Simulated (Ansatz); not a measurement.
Ansatz (a program for electronic structure) job for GeH6P2, SMILES [PH2][GeH2][PH2], PBE0/def2-SVPD. Geometry: PBE-D3(BJ)/def2-SVP. This is a generated structure with no PubChem entry under its InChIKey; it may be hypothetical. One conformer was computed; it need not be the lowest.

Ansatz 0.2 input:
```yaml
crystal:
  periodic: [false, false, false]
  atoms:
    - {symbol: Ge, position_ang: [0.00000000, -0.00000000, 0.63447828]}
    - {symbol: P, position_ang: [2.01085319, 0.00052212, -0.58357252]}
    - {symbol: P, position_ang: [-2.01085319, -0.00052212, -0.58357252]}
    - {symbol: H, position_ang: [0.00080350, -1.25834616, 1.54710857]}
    - {symbol: H, position_ang: [-0.00080349, 1.25834617, 1.54710855]}
    - {symbol: H, position_ang: [1.55525538, 1.03716314, -1.47630999]}
    - {symbol: H, position_ang: [1.55897590, -1.04414122, -1.46886319]}
    - {symbol: H, position_ang: [-1.55525538, -1.03716314, -1.47630998]}
    - {symbol: H, position_ang: [-1.55897589, 1.04414121, -1.46886320]}
basis:
  gaussian:
    orbitals: def2-SVPD
hamiltonian:
  xc: {name: PBE0}
```

Output:

```
Functional definition: PBE0
integrals: 0.08 GiB planned
1318 factors; their error is unknown
mean field: 0.65 GiB planned
mean field evaluation 1: about -75165.9025 eV, gradient 1.6e1 eV
mean field evaluation 2: about -75166.1085 eV, gradient 1.4e1 eV
mean field evaluation 4: about -75166.3753 eV, gradient 5.0e-1 eV
mean field evaluation 8: about -75166.7198 eV, gradient 2.0e-1 eV
mean field evaluation 16: about -75166.7198 eV, gradient 2.1e-5 eV
mean field -75166.71983713 eV, -2762.3260041820 hartree, gradient 2.1e-5 eV, S^2 0.000000; 0 other end points of the search recorded, 0 dependent functions left out
reference -75166.71987342 eV, -2762.3260055156 hartree; 34, 34 occupied and 100, 100 virtual orbitals, 1318 factors
Total energy: -75166.71987342 eV, -2762.3260055156 hartree
```

Self-consistency was reached.

Cost: very roughly 5 core-seconds.
